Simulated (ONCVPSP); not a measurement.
## Pseudopotential generation for tin (Sn): ONCV, LDA (Perdew-Zunger), scalar-relativistic.

ONCVPSP 4.0.1 input, shortened (lines: element, Z, core and valence counts, functional; n l f; lmax; l rc ep ncon nbas qcut; lloc lpopt rc5 dvloc0; l nproj debl; icmod fcfact rcfact), LDA (Perdew-Zunger), scalar-relativistic:

```
  Sn 50.00    8    2        3      upf
    1    0    2.00
    2    0    2.00
    2    1    6.00
    3    0    2.00
    3    1    6.00
    3    2   10.00
    4    0    2.00
    4    1    6.00
    4    2   10.00
    5    0    2.00
    2
    0    1.80    0.00    3    7    3.00
    1    1.90    0.06    4    9    4.90
    2    1.35    0.00    4    8    9.60
    2    5    1.35    0.00
    0    2    1.10
    1    2    1.00
    2    0    1.30
    0    0.00    0.00
```

In the p channel the program set the typed energies aside and used 0.050, 1.050 Ha.

All-electron outer shells of the reference configuration (LDA (Perdew-Zunger), scalar-relativistic, ld1.x):

```
shell  level (eV)  outermost node (bohr)  outermost maximum (bohr)
   4p     -107.14                   0.41                      0.79
   4d      -43.39                   0.39                      0.88
   5s      -26.53                   0.98                      1.94
```

Task: Does the generator finish with these settings?

Result: Yes, a potential is produced and its reference levels are reproduced.

Task: Estimate the cutoffs (Ha) at which the residual kinetic energy of the hardest occupied pseudo-wave falls to 1 and 0.1 mHa per electron.

Result: 39 Ha and 44 Ha.

Task: Does the potential have ghost states?

Result: Ghosts flagged at negative energy: s at -119.8 eV; GHOST(+) flagged for p at 6.4 eV. A true bound ghost makes a file unfit for plane-wave use.

Task: Which valence shell sets the plane-wave cutoff?

Result: 4d: 39 Ha for 1 mHa per electron, against 16 Ha for 5s.

Task: Tests: 4d10 5s2 5p2; 4d10 5s2 5p1; 4d10 5s1; 4d9 5s2 5p3. Which has the largest error in its energy relative to the reference configuration, and how large is it?

Result: 4d9 5s2 5p3, with -185 meV (all-electron minus pseudo) on +2.99 eV.
